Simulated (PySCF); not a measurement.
Predicted microwave data (CAM-B3LYP/def2-SVPD in PySCF (dipole) on a GFN2-xTB geometry, gas phase) for one isomer of C4H5F3O:

```
Rotational constants : A = 3855, B = 1283, C = 1217 MHz
Dipole components    : |μa| = 0.32 D, |μb| = 1.64 D, |μc| = 0.40 D
Inertial defect      : -109.83 u·Å²
κ                    : -0.95
```

Question: Which structure is it? (One computed conformer of each.)
A. `[OH:1][CH2:2]/[CH:3]=[CH:4]\[C:5]([F:6])([F:7])[F:8]` with H–O1–C2–C3 70°, O1–C2–C3–C4 -104°
B. `[CH3:1][C@@H:2]([F:3])[C@@H:4]([F:5])[C:6](=[O:7])[F:8]` with C1–C2–C4–F5 63°, C2–C4–C6–O7 107°
C. `[F:1][CH2:2][C@:3]1([CH:4]([F:5])[F:6])[CH2:7][O:8]1` with F1–C2–C3–C4 160°, C2–C3–C4–F5 -75°

Answer: A. It is OC/C=C\C(F)(F)F, a near-prolate asymmetric top, point group C1. The candidates at the same level (rigid rotor, commonest isotopes):

```
                   SMILES  A (MHz)  B (MHz)  C (MHz)  μa (D)  μb (D)  μc (D)  Δ (u·Å²)  point group                        rotor
          OC/C=C\C(F)(F)F     3855     1283     1217    0.32    1.64    0.40   -109.83           C1  near-prolate asymmetric top
        FC[C@]1(C(F)F)CO1     2898     1557     1351    0.45    0.92    0.82   -125.08           C1               asymmetric top
C[C@@H](F)[C@@H](F)C(=O)F     2942     1564     1240    2.95    1.32    0.11    -87.49           C1               asymmetric top
```

`C[C@@H](F)[C@@H](F)C(=O)F` has A 24 % too low; `FC[C@]1(C(F)F)CO1` has A 25 % too low. No structure here is proved a minimum.
